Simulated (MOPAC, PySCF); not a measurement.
C9H20, SMILES `CCC(CC)(CC)CC`, neutral singlet in the gas phase. 

Z-matrix (Å, degrees):
```
C
C 1 1.5532
H 2 1.1115 1 108.11
H 2 1.1115 3 104.73 1 115.09
C 2 1.5294 3 109.14 4 116.76
H 5 1.1088 2 110.70 3 -56.96
H 5 1.1092 6 107.08 2 -122.57
H 5 1.1092 6 107.08 7 -114.86
C 1 1.5532 2 110.91 3 -64.42
H 9 1.1115 1 108.11 2 -177.28
H 9 1.1115 10 104.73 1 -115.09
C 9 1.5294 10 109.14 11 -116.76
H 12 1.1088 9 110.70 10 56.96
H 12 1.1092 13 107.08 9 122.57
H 12 1.1092 13 107.08 14 114.86
C 1 1.5532 2 110.91 3 177.28
H 16 1.1115 1 108.11 2 64.42
H 16 1.1115 17 104.73 1 -115.09
C 16 1.5294 17 109.14 18 -116.76
H 19 1.1088 16 110.70 17 56.96
H 19 1.1092 20 107.08 16 -122.57
H 19 1.1092 20 107.08 21 -114.86
C 1 1.5532 2 106.64 3 56.43
H 23 1.1115 1 108.11 2 -56.43
H 23 1.1115 24 104.73 1 -115.09
C 23 1.5294 24 109.14 25 -116.76
H 26 1.1088 23 110.70 24 56.96
H 26 1.1092 27 107.08 23 -122.57
H 26 1.1092 27 107.08 28 -114.86
```
Charge 0, spin multiplicity 1.

All levels are single points at this geometry (PBE-D3(BJ)/def2-SVP); Pople sets use spherical d functions. Orbital energies aren't observables, and empty levels follow the basis.

B3LYP/3-21G in PySCF gives dipole (D) = 0.00.

Task: Estimate the dipole (D) from each of these levels: PBE-D3(BJ)/def2-TZVP in PySCF; M06-2X/6-31G* in PySCF; HF/3-21G in PySCF; HF/STO-3G in PySCF; AM1 in MOPAC.

Result: 
```json
[
 {"level": "PBE-D3(BJ)/def2-TZVP in PySCF", "dipole (D)": "0.00"},
 {"level": "M06-2X/6-31G* in PySCF", "dipole (D)": "0.00"},
 {"level": "HF/3-21G in PySCF", "dipole (D)": "0.00"},
 {"level": "HF/STO-3G in PySCF", "dipole (D)": "0.00"},
 {"level": "AM1 in MOPAC", "dipole (D)": "0.00"}
]
```
